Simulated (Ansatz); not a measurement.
Ansatz (a quantum-chemistry and plane-wave program) input:

Ansatz 0.2 input:
```yaml
crystal:
  periodic: [false, false, false]
  atoms:
    - {symbol: Ti, position_ang: [-0.00000000, -0.00000000, -0.07658610]}
    - {symbol: H, position_ang: [0.00000000, 0.00000000, 1.68489420]}
basis:
  gaussian:
    orbitals: def2-TZVP
hamiltonian:
  xc: {name: SVWN5}
magnetization: {spin_polarized: true, initial_magnetization: 3}
relax: {f_tol: 0.003, max_steps: 100}
```

What final total energy does it print?

-847.87891 Eh (SVWN5/def2-TZVP). The basis has 51 functions.

The spin state was set by rule; other spins were not relaxed.
